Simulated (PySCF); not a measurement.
C₄H₈F₂Si.
Geometry (PBE0-D3(BJ)/def2-SVP, Å), atoms numbered from 1 in this order:
```
atom  x, y, z in Å
C1     1.536   -0.147   -0.374
C2     0.086    0.066    0.007
C3    -0.219    1.468    0.444
F4     0.092    2.355   -0.540
F5     0.523    1.810    1.523
C6    -0.975   -0.568   -0.911
Si7   -0.895   -1.333    0.784
H8     1.793    0.465   -1.254
H9     1.735   -1.200   -0.624
H10    2.201    0.137    0.454
H11   -1.285    1.616    0.697
H12   -0.592   -1.111   -1.782
H13   -1.844    0.052   -1.160
H14   -1.974   -1.012    1.751
H15   -0.200   -2.627    0.979
```

Theory: PBE0-D3(BJ)/def2-SVP geometry optimisation, gas phase (PySCF 2.14.0).

Take the most abundant isotopes and a rigid rotor. The values belong to one conformer with, in the numbering `[CH3:1][C@@:2]1([CH:3]([F:4])[F:5])[CH2:6][SiH2:7]1`, C1–C2–C3–F4 58°.

Question: Give the principal moments of inertia and the rotational constants in MHz.

Answer: Ia = 153.01, Ib = 329.00, Ic = 348.08 u·Å²; 505379 MHz·u·Å²/I gives A = 3303, B = 1536, C = 1452 MHz.

Question: What kind of rotor is it?

Answer: A near-prolate asymmetric top; Ray's κ = -0.909.

Question: Is it planar, by Δ = Ic − Ia − Ib?

Answer: Not planar: Δ = Ic − Ia − Ib = -133.94 u·Å². For a rigid frame Δ = −2 Σ m c², so Σ m c² = 66.97 u·Å² lies off the ab plane: 18.08 from hydrogen and 48.89 from heavier atoms. The atom farthest from that plane is 2.21 Å away.

Question: Where do the levels up to J = 3 lie, in MHz?

Answer: Above 0(0,0):
J = 1: 1(0,1) 2988, 1(1,1) 4755, 1(1,0) 4839
J = 2: 2(0,2) 8961, 2(1,2) 10647, 2(1,1) 10899, 2(2,1) 16199, 2(2,0) 16202
J = 3: 3(0,3) 17913, 3(1,3) 19483, 3(1,2) 19988, 3(2,2) 25163, 3(2,1) 25178, 3(3,1) 34209, 3(3,0) 34210

Question: Which types of transition are allowed, and where do some lines up to J = 4 fall?

Answer: The dipole components are |μa| = 2.20 D, |μb| = 0.13 D, |μc| = 0.37 D. Intensities carry the squares of the components, which stand as 1.00 : 0.00 : 0.03 (a : b : c). Some lines, for components of 0.1 D or more:

```csv
type,branch,"J(Ka,Kc)",MHz,lower level (cm⁻¹)
a,Q,"4(1,3) ← 4(1,4)",841,1.043
b,Q,"3(2,1) ← 3(1,2)",5191,0.667
c,Q,"2(2,1) ← 2(1,1)",5300,0.364
a,R,"3(2,2) ← 2(2,1)",8964,0.540
b,R,"2(2,0) ← 1(1,1)",11448,0.159
a,R,"4(0,4) ← 3(0,3)",11923,0.598
a,R,"4(1,3) ← 3(1,2)",12114,0.667
c,R,"4(1,3) ← 3(0,3)",14189,0.598
c,R,"3(2,1) ← 2(1,1)",14279,0.364
c,R,"3(3,0) ← 2(2,0)",18007,0.540
c,R,"4(3,2) ← 3(2,2)",21004,0.839
c,R,"4(4,1) ← 3(3,1)",24614,1.141
```

Question: Estimate the classical rotational partition function at 200 K, 298.15 K and 500 K.

Answer: Point group C1, symmetry number σ = 1; q = (√π/σ)·√((kT/h)³/(ABC)), k/h = 20836.6 MHz/K: 176000 at 200 K, 320000 at 298.15 K, 694000 at 500 K.

Stationary, but not proved a minimum. These are rigid-rotor constants of the computed structure; measured ground-state constants (B0) also hold zero-point vibration. A rigid rotor knows nothing of internal rotation, which can split or shift real lines.

Time: 1.9 min; peak memory 0.64 GiB. Hardware: one thread, Arm Neoverse N1 (aarch64) (shared host). This is the geometry optimisation.
